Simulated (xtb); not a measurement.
xtb job for CAuO, SMILES [Au][C+]=O, charge +1, multiplicity 1, GFN2-xTB. 

```
$ xtb mol.xyz --gfn 2 --sp --chrg 1 --uhf 0 --json
$ cat mol.xyz
3

Au     0.00000000     0.00000000    -0.37573112
C      0.00000000     0.00000000     1.48764685
O      0.00000000     0.00000000     2.59460963
```

Output:

```
[banner left out]
          |                Calculation Setup                |
           -------------------------------------------------



           -------------------------------------------------
          |                 G F N 2 - x T B                 |
           -------------------------------------------------

        Reference                      10.1021/acs.jctc.8b01176
      * Hamiltonian:
        H0-scaling (s, p, d)           1.850000    2.230000    2.230000
        zeta-weighting                 0.500000
      * Dispersion:
        s8                             2.700000
        a1                             0.520000
        a2                             5.000000
        s9                             5.000000
      * Repulsion:
        kExp                           1.500000    1.000000
        rExp                           1.000000
      * Coulomb:
        alpha                          2.000000
        third order                    shell-resolved
        anisotropic                    true
        a3                             3.000000
        a5                             4.000000
        cn-shift                       1.200000
        cn-exp                         4.000000
        max-rad                        5.000000


          ...................................................
          :                      SETUP                      :
          :.................................................:
          :  # basis functions                  18          :
          :  # atomic orbitals                  17          :
          :  # shells                            7          :
          :  # electrons                        20          :
          :  max. iterations                   250          :
          :  Hamiltonian                  GFN2-xTB          :
          :  restarted?                      false          :
          :  GBSA solvation                  false          :
          :  PC potential                    false          :
          :  electronic temp.          300.0000000     K    :
          :  accuracy                    1.0000000          :
          :  -> integral cutoff          0.2500000E+02      :
          :  -> integral neglect         0.1000000E-07      :
          :  -> SCF convergence          0.1000000E-05 Eh   :
          :  -> wf. convergence          0.1000000E-03 e    :
          :  Broyden damping             0.4000000          :
          :  net charge                          1          :
          :  unpaired electrons                  0          :
          ...................................................

 iter      E             dE          RMSdq      gap      omega  full diag
   1     -9.5709178 -0.957092E+01  0.106E+01    6.02       0.0  T
   2     -9.6290439 -0.581261E-01  0.828E+00    3.47       1.0  T
   3     -9.6293768 -0.332823E-03  0.413E+00    4.12       1.0  T
   4     -9.6269210  0.245578E-02  0.164E+00    3.48       1.0  T
   5     -9.6327196 -0.579858E-02  0.389E-01    3.70       1.0  T
   6     -9.6327633 -0.437926E-04  0.110E-01    3.81       1.0  T
   7     -9.6327991 -0.357033E-04  0.768E-03    3.76       7.5  T
   8     -9.6327991 -0.474967E-07  0.344E-03    3.76      16.8  T
   9     -9.6327991 -0.336429E-08  0.980E-05    3.76     588.9  T
  10     -9.6327991 -0.201883E-10  0.281E-05    3.76    2053.8  T

   *** convergence criteria satisfied after 10 iterations ***

         #    Occupation            Energy/Eh            Energy/eV
      -------------------------------------------------------------
         1        2.0000           -1.0722164             -29.1765
       ...           ...                  ...                  ...
         4        2.0000           -0.8999438             -24.4887
         5        2.0000           -0.8130563             -22.1244
         6        2.0000           -0.7167511             -19.5038
         7        2.0000           -0.7167511             -19.5038
         8        2.0000           -0.7123614             -19.3843
         9        2.0000           -0.7123614             -19.3843
        10        2.0000           -0.6903175             -18.7845 (HOMO)
        11                         -0.5522153             -15.0265 (LUMO)
        12                         -0.5522153             -15.0265
        13                         -0.4993461             -13.5879
        14                         -0.2041219              -5.5544
        15                         -0.2041219              -5.5544
       ...                                ...                  ...
        17                          0.7187533              19.5583
      -------------------------------------------------------------
                  HL-Gap            0.1381021 Eh            3.7580 eV
             Fermi-level           -0.6212664 Eh          -16.9055 eV

 SCC (total)                   0 d,  0 h,  0 min,  0.003 sec
 SCC setup                      ...        0 min,  0.000 sec (  2.910%)
 Dispersion                     ...        0 min,  0.000 sec (  0.670%)
 classical contributions        ...        0 min,  0.000 sec (  0.565%)
 integral evaluation            ...        0 min,  0.001 sec ( 17.652%)
 iterations                     ...        0 min,  0.002 sec ( 51.920%)
 molecular gradient             ...        0 min,  0.001 sec ( 21.693%)
 printout                       ...        0 min,  0.000 sec (  4.202%)

         :::::::::::::::::::::::::::::::::::::::::::::::::::::
         ::                     SUMMARY                     ::
         :::::::::::::::::::::::::::::::::::::::::::::::::::::
         :: total energy              -9.536898281599 Eh    ::
         :: gradient norm              0.000068776904 Eh/a0 ::
         :: HOMO-LUMO gap              3.757950352664 eV    ::
         ::.................................................::
         :: SCC energy                -9.632799110222 Eh    ::
         :: -> isotropic ES            0.171569487489 Eh    ::
         :: -> anisotropic ES         -0.006567009889 Eh    ::
         :: -> anisotropic XC          0.003776393994 Eh    ::
         :: -> dispersion             -0.001076412287 Eh    ::
         :: repulsion energy           0.095900828623 Eh    ::
         :: add. restraining           0.000000000000 Eh    ::
         :: total charge               1.000000000000 e     ::
         :::::::::::::::::::::::::::::::::::::::::::::::::::::

           -------------------------------------------------
          |                Property Printout                |
           -------------------------------------------------

    * Orbital Energies and Occupations

         #    Occupation            Energy/Eh            Energy/eV
      -------------------------------------------------------------
         1        2.0000           -1.0722164             -29.1765
         2        2.0000           -0.9264729             -25.2106
         3        2.0000           -0.8999438             -24.4887
         4        2.0000           -0.8999438             -24.4887
         5        2.0000           -0.8130563             -22.1244
         6        2.0000           -0.7167511             -19.5038
         7        2.0000           -0.7167511             -19.5038
         8        2.0000           -0.7123614             -19.3843
         9        2.0000           -0.7123614             -19.3843
        10        2.0000           -0.6903175             -18.7845 (HOMO)
        11                         -0.5522153             -15.0265 (LUMO)
        12                         -0.5522153             -15.0265
        13                         -0.4993461             -13.5879
        14                         -0.2041219              -5.5544
Note: The following floating-point exceptions are signalling: IEEE_DENORMAL
normal termination of xtb
        15                         -0.2041219              -5.5544
        16                          0.2456940               6.6857
        17                          0.7187533              19.5583
      -------------------------------------------------------------
                  HL-Gap            0.1381021 Eh            3.7580 eV
             Fermi-level           -0.6212664 Eh          -16.9055 eV

     #   Z          covCN         q      C6AA      α(0)
     1  79 Au       0.978     0.598   248.238    30.188
     2   6 C        1.832     0.225    25.903     8.223
     3   8 O        0.858     0.178    12.937     4.822

 Mol. C6AA /au·bohr⁶  :        591.883472
 Mol. C8AA /au·bohr⁸  :      39461.098363
 Mol. α(0) /au        :         43.232989


Wiberg/Mayer (AO) data.
largest (>0.10) Wiberg bond orders for each atom

 ---------------------------------------------------------------------------
     #   Z sym  total        # sym  WBO       # sym  WBO       # sym  WBO
 ---------------------------------------------------------------------------
     1  79 Au   1.224 --     2 C    1.067     3 O    0.157
     2   6 C    3.693 --     3 O    2.625     1 Au   1.067
     3   8 O    2.782 --     2 C    2.625     1 Au   0.157
 ---------------------------------------------------------------------------

Topologies differ in total number of bonds
Writing topology from bond orders to xtbtopo.mol

molecular dipole:
                 x           y           z       tot (Debye)
 q only:        0.000       0.000       1.077
   full:        0.000      -0.000       0.507       1.289
molecular quadrupole (traceless):
                xx          xy          yy          xz          yz          zz
 q only:       -3.172       0.000      -3.172       0.000       0.000       6.344
  q+dip:       -3.831       0.000      -3.831      -0.000      -0.000       7.663
   full:       -3.572      -0.000      -3.572       0.000      -0.000       7.143


           -------------------------------------------------
          | TOTAL ENERGY               -9.536898281599 Eh   |
          | GRADIENT NORM               0.000068776904 Eh/α |
          | HOMO-LUMO GAP               3.757950352664 eV   |
           -------------------------------------------------

------------------------------------------------------------------------
------------------------------------------------------------------------
 total:
 SCF:
```

The calculation finished and met its thresholds.

Cost: roughly 0.03 core-seconds.
